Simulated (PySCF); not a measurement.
## A small calculation by hand: entropy of an ideal gas

CHCl2, SMILES Cl[CH]Cl, multiplicity 2.

Coordinates come from a PBE0-D3(BJ)/def2-TZVP optimisation. The isomer is the one that the SMILES or the coordinates give; other isomers of the formula were not compared.

PBE0-D3(BJ)/def2-TZVP (PySCF) gives the harmonic wavenumbers 303, 405, 773, 923, 1238, 3241 cm⁻¹ and the rotational temperatures 2.2998, 0.1602, 0.1500 K. The molar mass is 83.92 g/mol, the symmetry number 1, the spin multiplicity 2.

Work out the entropy at 298.15 K and 1 atm in the rigid-rotor, harmonic-oscillator model.


Translation (Sackur–Tetrode at 1 atm): S = R[1.5 ln M + 2.5 ln T − 1.16487] = 164.0 J/(mol K).
Rotation: q = (√π/σ) T^1.5/√(θA θB θC) = 38800, S = R[ln q + 3/2] = 100.3 J/(mol K).
Vibration: with u = 1.4388 ν/T, each mode gives R[u/(e^u − 1) − ln(1 − e^−u)]:
```json
[
 {"ν (cm⁻¹)": "303", "modes": "1", "u": "1.46", "S (J/(mol K))": "5.86"},
 {"ν (cm⁻¹)": "405", "modes": "1", "u": "1.95", "S (J/(mol K))": "3.95"},
 {"ν (cm⁻¹)": "773", "modes": "1", "u": "3.73", "S (J/(mol K))": "0.96"},
 {"ν (cm⁻¹)": "923", "modes": "1", "u": "4.45", "S (J/(mol K))": "0.53"},
 {"ν (cm⁻¹)": "1238", "modes": "1", "u": "5.97", "S (J/(mol K))": "0.15"}
]
```
The stiffer modes add less than 0.005 each. Sum 11.5 J/(mol K).
Spin: R ln 2 = 5.8 J/(mol K).
Total 281.5 J/(mol K); the program's own thermochemistry gives 281.5. Translation makes up 58 % and vibration 4 %. Anharmonicity, hindered rotation and orbital degeneracy are left out.
